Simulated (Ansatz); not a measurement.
System: AlCl, charge 0, singlet. AlCl (SMILES [Al][Cl]).
B3LYP-D3(BJ)/def2-TZVP minimum from Ansatz (a program for electronic structure):
```
Al
Cl 1 2.1602
```

Hartree-Fock and CCSD(T) correlation energies in hartree (Ansatz). Radicals and triplets start from unrestricted determinants; spin-orbit coupling is neglected. Correlated methods leave the cores frozen. No relativity.

```
basis        X       E(HF)  E(corr, CCSD(T))
-----------  -  ----------  ----------------
cc-pV(T+d)Z  3  -701.51184          -0.27932
cc-pV(Q+d)Z  4  -701.51699          -0.30279
cc-pV(5+d)Z  5  -701.51794          withheld
```

**Question.** Fit E(corr) = E∞ + A/X³ to X = 3 and 4, predict X = 5, and compare with the run.

**Answer.** A = (-0.27932 - (-0.30279))/(1/27 - 1/64) = 1.0961; E∞ = -0.30279 - A/64 = -0.31992; at X = 5, E∞ + A/125 = -0.31115. The run gave -0.31058, 0.57 mEh above the prediction. The same form on X = 4 and 5 gives E∞ = -0.31875, 1.16 mEh above the first estimate.
